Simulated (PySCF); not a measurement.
## Electronic structure of Pb(61+) (lead, charge +61) at the UHF level

Configuration: [Ar] 3d3, high-spin 4F determinant. All numbers are calculated (PySCF 2.14, no relativity, point nucleus, in an uncontracted even-tempered set (16 s from 17 bohr⁻², ratio 2.5; 10 p from 22 bohr⁻², ratio 2.5; 7 d from 22 bohr⁻², ratio 2.5; 4 f from 79 bohr⁻², ratio 2.7; 3 g from 120 bohr⁻², ratio 2.7)).

| Item | Value |
| --- | --- |
| Total energy | -15751.183966 hartree |
| One-electron energy | -17466.7041 hartree |
| Hartree (Coulomb) energy | 1916.0122 hartree |
| Exchange energy | -200.4921 hartree |
| Kinetic energy | 15754.59287 hartree |
| ⟨S²⟩ | 3.7501 |
| ⟨L²⟩ | 12.001 |
| Sum of ⟨r⟩ | 2.446 bohr |
| Sum of ⟨r²⟩ | 0.4118 bohr² |
| Density at the nucleus (Gaussians lack the cusp) | 391000 bohr⁻³ |
| Spin density at the nucleus | -6.45 bohr⁻³ |

```tsv
shell	electrons	mean orbital energy (hartree)	rms radius, mean of both spins (bohr)
1s α	1	-3086.68444	0.0213
1s β	1	-3086.65110	0.0213
2s α	1	-655.14193	0.0832
2s β	1	-653.77274	0.0832
2p α	3	-637.31384	0.0714
2p β	3	-636.02970	0.0714
3s α	1	-258.37231	0.197
3s β	1	-257.24473	0.197
3p α	3	-250.74921	0.188
3p β	3	-249.21070	0.188
3d α	3	-239.29541	0.161
```

A non-relativistic calculation at this Z misses sizeable relativistic shifts. Spin-orbit coupling is strong in this species (close to jj coupling), so the high-spin LS determinant is a model state, not a physical level.

Spin-orbit constants ζ (cm⁻¹) from the X2C one-electron operator on these orbitals (non-relativistic here): bare nucleus, nucleus screened by l(l+1)(2l+1)/3 electrons, and screened by the Breit-Pauli mean field of the electrons.

```tsv
shell	bare	screened nucleus	mean field
2p	7560000	7376000	7284000
3p	1820000	1776000	1753000
3d	407600	357900	356700
```

To first order the Landé constant is A = 118900 cm⁻¹, so the lowest level has J = 3/2 and lies 88.4 eV below the centre of the term. This holds in LS coupling only, and this species is close to jj coupling.
